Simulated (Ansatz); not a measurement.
```tsv
atom	x (Å)	y (Å)	z (Å)
N	-0.0095	0.4184	-0.3381
H	0.0353	1.3201	0.2001
O	0.0447	-0.5382	0.2870
```

Basis set: aug-cc-pVDZ (spherical functions). Correlated methods keep 2 orbitals frozen. Charge 0, multiplicity 1.

Computed with Ansatz (development build ahead of 0.2.0); each method stands on the lowest determinant of its kind that the runs found. Restricted open shells among the atoms or ions are ROHF, correlated in semicanonical orbitals with singles.

The atomization energy at this shape (free ground-state atoms in the same class of orbitals less the molecule, no zero-point energy) of singlet HNO:

```json
{"method": "RHF-MP2", "atomization energy": "183.71 kcal/mol"}
```

Q: What does RHF give?

A: 81.34 kcal/mol.
